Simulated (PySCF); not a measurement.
C3H5F3O.
SMILES with atom numbers: `[F:1][CH2:2][O:3][C@H:4]([F:5])[CH2:6][F:7]` (hydrogens: H8, H9 on C2; H10 on C4; H11, H12 on C6)

A GFN2-xTB structure was refined with PBE0-D3(BJ)/def2-SVP geometry optimisation, gas phase (PySCF). Its GFN2-xTB values:

```csv
coordinate,GFN2-xTB
F1–C2,1.353 Å
C2–O3,1.369 Å
C2–H8,1.093 Å
C2–H9,1.100 Å
O3–C4,1.407 Å
C4–F5,1.386 Å
C4–C6,1.493 Å
C4–H10,1.106 Å
C6–F7,1.359 Å
C6–H11,1.095 Å
C6–H12,1.103 Å
F1–C2–O3,109.5°
C2–O3–C4,117.4°
O3–C4–F5,108.1°
O3–C4–C6,111.0°
C4–C6–F7,110.7°
F5–C4–C6,110.3°
F1–C2–O3–C4,-68°
C2–O3–C4–F5,-68°
O3–C4–C6–F7,-87°
```

How do these coordinates change at the PBE0-D3(BJ)/def2-SVP level?

```
 coordinate  PBE0-D3(BJ)/def2-SVP (Å or °)  change
      O3–C4                          1.378  -0.029
      C4–C6                          1.510  +0.017
      C4–F5                          1.372  -0.014
      C2–O3                          1.381  +0.012
      F1–C2                          1.361  +0.008
     C6–H11                          1.103  +0.008
      C2–H8                          1.100  +0.007
      C2–H9                          1.104  +0.004
      C6–F7                          1.362  +0.003
     C4–H10                          1.105  -0.001
     C6–H12                          1.102  -0.001
   F5–C4–C6                          107.9    -2.4
   C2–O3–C4                          115.1    -2.3
   O3–C4–C6                          109.0    -2.0
   O3–C4–F5                          109.8    +1.7
   F1–C2–O3                          110.7    +1.2
   C4–C6–F7                          109.9    -0.8
O3–C4–C6–F7                            -69     +18
C2–O3–C4–F5                            -78     -10
F1–C2–O3–C4                            -74      -6
```

The energy falls by 0.102 eV over 9 energy and gradient evaluations, the largest force component goes from 0.0374 to 4.4e-04 Eh/bohr, and the atoms move by 0.165 Å rms after alignment. The bond that changes most is O3–C4 (ether oxygen to sp3 C–F carbon), which shortens by 0.029 Å. Bonds longer at the end by more than 0.005 Å: 5 of 11; shorter: 2. Among the dihedrals that turn most is F5–C4–C6–H11, from -87° to -68°. Rotational constants go from 3883, 1650, 1317 to 3584, 1796, 1337 MHz.

The run used 123 basis functions and 57 SCF cycles in all. Hardware: one thread, Arm Neoverse V1 (aarch64), shared host with 32 logical CPUs at a one-minute load of 26. Cost: 49 s, 0.51 GiB resident at most.

Stationary, but not proved a minimum. The numbers are those of one conformer.
